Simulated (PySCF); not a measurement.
This PySCF input asks for the NMR shieldings of `InChI=1S/C3H13OPSi2/c1-3-4-7(2,5)6/h3,5H2,1-2,6H3/t7-/m1/s1`; the geometry comes from PBE0-D3(BJ)/def2-SVP.

```python
import basis_set_exchange as bse
import numpy as np
from pyscf import gto, scf
from pyscf.prop import nmr

atoms = """
C     2.852163    0.961737    0.775276
C     1.927489    0.293915   -0.214168
O     0.619426    0.272275    0.310044
Si   -0.739490   -0.202826   -0.540211
C    -0.571645   -1.958812   -1.187028
Si   -2.503411    0.025706    0.978807
P    -0.963861    1.153554   -2.355490
H     2.521973    1.992239    0.973187
H     2.851625    0.414916    1.729937
H     3.882373    0.991011    0.389563
H     1.945688    0.833419   -1.181125
H     2.272754   -0.737877   -0.419668
H    -1.505275   -2.287088   -1.670353
H    -0.349738   -2.653138   -0.361352
H     0.238494   -2.033653   -1.929758
H    -2.618728    1.448594    1.424292
H    -2.315788   -0.844883    2.182127
H    -3.786407   -0.364762    0.311102
H    -1.638367    2.195713   -1.649018
H    -2.173921    0.514071   -2.768474
"""
names = dict.fromkeys(["C", "O", "Si", "P", "H"], "pcSseg-1")
basis = {el: gto.basis.parse(bse.get_basis(n, elements=[el], fmt="nwchem")) for el, n in names.items()}
mol = gto.M(atom=atoms, basis=basis, charge=0, verbose=0)
mf = scf.RHF(mol)
mf.conv_tol = 1e-9
mf.kernel()

calc = nmr.RHF(mf)   # GIAO
C = mf.mo_coeff
Co = C[:, mf.mo_occ > 0]
resp = mf.gen_response(singlet=True, hermi=2)
def vind(x):   # induced exchange potential for any number of trial vectors
    d = np.einsum("pi,xij,qj->xpq", C, 2 * x.reshape(-1, C.shape[1], Co.shape[1]), Co, optimize=True)
    return np.einsum("xpq,pi,qj->xij", resp(d - d.transpose(0, 2, 1)), C, Co, optimize=True).ravel()
mo1, _ = nmr.rhf.solve_mo1(calc, with_cphf=vind)
sigma = calc.kernel(mo1)
for i, s in enumerate(sigma):   # ppm
    w = np.linalg.eigvalsh((s + s.T) / 2)
    print("%2d %-2s iso %8.1f  s11 %8.1f  s22 %8.1f  s33 %8.1f" % (i, mol.atom_pure_symbol(i), w.mean(), *w))
```

Q: Give the expected output.

A: 
```
 0 C  iso    170.9  s11    154.4  s22    169.4  s33    189.0
 1 C  iso    136.9  s11    112.4  s22    124.6  s33    173.7
 2 O  iso    319.0  s11    291.0  s22    328.3  s33    337.6
 3 Si iso    374.5  s11    346.0  s22    351.1  s33    426.4
 4 C  iso    190.6  s11    180.8  s22    192.3  s33    198.6
 5 Si iso    482.1  s11    468.6  s22    482.6  s33    495.3
 6 P  iso    603.7  s11    536.9  s22    595.2  s33    679.0
 7 H  iso     30.2  s11     25.9  s22     29.0  s33     35.8
 8 H  iso     30.1  s11     25.8  s22     28.5  s33     36.1
 9 H  iso     30.8  s11     26.5  s22     27.5  s33     38.3
10 H  iso     28.3  s11     22.1  s22     30.4  s33     32.4
11 H  iso     28.5  s11     22.6  s22     29.6  s33     33.4
12 H  iso     31.8  s11     27.7  s22     29.0  s33     38.7
13 H  iso     31.2  s11     26.9  s22     28.1  s33     38.6
14 H  iso     30.9  s11     26.6  s22     29.2  s33     37.1
15 H  iso     28.3  s11     25.1  s22     26.5  s33     33.4
16 H  iso     28.2  s11     24.8  s22     26.1  s33     33.8
17 H  iso     28.6  s11     25.4  s22     26.7  s33     33.6
18 H  iso     30.1  s11     25.2  s22     27.4  s33     37.6
19 H  iso     30.7  s11     26.0  s22     28.1  s33     38.1
```

These numbers come from an equivalent density-fitted implementation of the same equations, which agrees with the script to about 0.01 ppm for H and up to a few tenths of a ppm for heavy atoms, so last digits may differ.

Q: Turn these shieldings into chemical shifts. Referencing at the same level of theory: ¹³C (190.85 ppm) and ²⁹Si (393.43 ppm) and ¹H (31.69 ppm) vs TMS; ¹⁷O (333.31 ppm) vs H2O; H3PO4 for ³¹P (356.22 ppm).

A: Averaging equivalent atoms: C 1: 54.0; C 0: 19.9; C 4: 0.3; O 2: 14.3; Si 3: 18.9; Si 5: -88.7; P 6: -247.5; H 10: 3.38; H 15/16/17: 3.30; H 11: 3.17; H 7/8/9: 1.30; H 18/19: 1.30; H 12/13/14: 0.37 ppm. Experimental scales use liquid or dissolved standards, which lie at an offset from isolated H2O (liquid H2O: subtract about 36 ppm) and H3PO4.

Size and cost of the density-fitted run: 205 basis functions, 14 s wall time on 1 thread of an Intel Xeon 6975P-C, shared host; peak memory 0.97 GiB.
